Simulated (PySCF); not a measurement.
Compound: TeMe2, C2H6Te.
Bonds: Te1–C2, Te1–C6. Hydrogens: H3, H4, H5 on C2; H7, H8, H9 on C6.

Computed by this run: PBE0-D3(BJ)/def2-SVP geometry optimisation, gas phase, def2 core potentials past Kr in PySCF 2.14.0; density fitting, grid level 1; the optimiser is geomeTRIC in internal coordinates, started from a GFN2-xTB structure with every atom displaced at random (about 0.03 Å).

Step 0: E = -9460.7328 eV
```
atom  x, y, z in Å  |  force x, y, z in eV/Å
Te1     0.0668   -0.0678   -1.4789   -1.234   0.394  -0.316
C2      1.5429   -0.0303    0.0041    0.941   0.686  -0.167
H3      1.4245   -0.9185    0.5897    0.172  -0.757   0.670
H4      1.5788    0.8632    0.6344   -0.431   0.176   0.093
H5      2.5081   -0.0259   -0.5244    0.005  -0.328   0.011
C6     -1.5727    0.0325   -0.0115    2.209  -0.456   0.148
H7     -1.4727    0.9070    0.6031    0.161   0.858   0.330
H8     -1.4226   -0.8390    0.6135   -0.126  -0.482   0.314
H9     -2.5204    0.0093   -0.4555   -1.697  -0.091  -1.082
```

Q: Estimate the geometry and energy of step 1. (The exact step hangs on the optimiser's Hessian estimate; all steps are aligned on step 0, rigid shifts and turns removed.)

A: E = -9460.9008 eV, largest force 0.389 eV/Å
```
atom  x, y, z in Å  |  force x, y, z in eV/Å
Te1    -0.0148   -0.0305   -1.4794    0.381   0.081  -0.009
C2      1.5649   -0.0333    0.0093    0.093   0.054  -0.184
H3      1.4938   -0.9346    0.6314   -0.030  -0.008  -0.001
H4      1.5507    0.8705    0.6353   -0.204  -0.013  -0.054
H5      2.5220   -0.0422   -0.5335   -0.061  -0.085  -0.026
C6     -1.5607    0.0228   -0.0064    0.094  -0.043   0.262
H7     -1.4445    0.9345    0.5958   -0.115  -0.033  -0.020
H8     -1.4388   -0.8683    0.6247   -0.178   0.050   0.029
H9     -2.5397    0.0117   -0.5029    0.020  -0.004   0.003
```

The energy changes by -0.1680 eV. The first-order estimate −F·Δx gives -0.3651 eV and the mean of the old and new forces, exact on a quadratic surface, -0.1712 eV. The step makes an angle of 51° with the force vector and moves no atom by more than 0.090 Å.

What follows is the cost of the whole optimisation. Hardware: an Arm Neoverse V2 with one thread, no GPU, shared host with 96 logical CPUs at a one-minute load of 48. Cost: 13 s, 0.32 GiB resident at most.
